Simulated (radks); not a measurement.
Question: The mean radii <r> (bohr) of the occupied orbitals of an atom or ion are listed with their occupations. Method: scalar-relativistic Kohn-Sham, PBE, spin-polarised, spherical densities, finite nucleus; Fermi nuclear charge, rms radius of each element as measured or else 0.836 A^(1/3) + 0.57 fm; computed with a radial shooting solver on a logarithmic mesh with Libxc functionals.

| orbital | occ. | <r> |
|---|---|---|
| 1s up | 1 | 0.2702 |
| 1s down | 1 | 0.2702 |
| 2s up | 1 | 1.372 |
| 2s down | 1 | 1.373 |
| 3p up | 1 | 4.519 |

Name the element and its charge. Open shells, if any, are filled with parallel spins first.

Answer: Z = 6, carbon, charge +1: C+ in [He] 2s2 3p1. The 1s radius gives Z: for a bare nucleus <r> = (2 gamma + 1)/(2Z) with gamma = sqrt(1 - (Z/c)^2), 0.2498 bohr for Z = 6, and screening makes it slightly larger (0.2702 here). The occupations add up to 5, and the charge is Z minus that.
